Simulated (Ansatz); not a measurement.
Compare A (`[BH3-][O+]=C(C)C`) with its isomer B (`BCCCO`).

Isolated molecules relaxed with PBE0-D4/def2-TZVP in Ansatz; ΔE leaves out vibrations. CCSD(T)/CBS is the MP2 limit (def2-TZVPP, def2-QZVPP) plus CCSD(T) − MP2 in def2-TZVPP, frozen cores. DFT in def2-TZVPP. Each species was taken in one conformer, which may not be the lowest.

A:

```xyz
14

B     0.911   -1.078   -1.538
O    -0.387   -0.750   -0.683
C    -0.419    0.070    0.237
C     0.783    0.835    0.627
C    -1.703    0.277    0.952
H     0.553   -1.914   -2.325
H     1.737   -1.469   -0.734
H     1.240   -0.022   -2.045
H     1.153    1.370   -0.254
H     0.594    1.518    1.452
H     1.579    0.125    0.874
H    -1.563    0.069    2.017
H    -1.995    1.329    0.877
H    -2.484   -0.360    0.543
```

B:

Z-matrix (Å, degrees):
```
C
C 1 1.523
B 1 1.548 2 118.3
H 1 1.098 2 111.7 3 -132.0
H 1 1.110 2 109.5 3 113.5
C 2 1.517 1 113.7 3 -176.1
H 2 1.096 1 109.6 3 62.8
H 2 1.095 1 109.6 3 -53.8
H 3 1.199 1 121.0 2 19.4
H 3 1.198 1 120.3 2 -164.3
O 6 1.413 2 113.2 1 61.9
H 6 1.100 2 109.8 1 -62.4
H 6 1.093 2 110.0 1 179.9
H 11 0.960 6 108.4 2 -70.7
```

Task: Which isomer does CCSD(T)/CBS put lower? Give the gap. (An estimate is asked.)

Result: The calculation gave: A, by 6.0 kcal/mol.

Task: Give E(B) − E(A) in kcal/mol with ωB97M-V, PBE0-D4, CCSD(T)/def2-SVP, HF/def2-TZVPP, LDA (SPW92), MP2/def2-TZVPP, CCSD/def2-TZVPP. (Estimate.)

Result: The calculation gave: ωB97M-V 8.2, PBE0-D4 8.3, CCSD(T)/def2-SVP 10.3, HF/def2-TZVPP 3.1, LDA (SPW92) 14.4, MP2/def2-TZVPP 6.6, CCSD/def2-TZVPP 5.7. None reverses the order clearly.

Task: Does the order hold for the free energy at 298.15 K (harmonic terms from PBE0-D4)? (An estimate is asked.)

Result: Computed: Yes: G(B) − G(A) = +7.2 kcal/mol, for one conformer each.

Largest T1 diagnostic: 0.015.

From BLYP to BHLYP (50 % exact exchange), in def2-TZVPP and without D4, E(B) − E(A) moves by −6.4 kcal/mol. At CCSD(T), def2-SVP lies +4.2 kcal/mol from the extrapolated value and def2-TZVPP +1.5 kcal/mol.
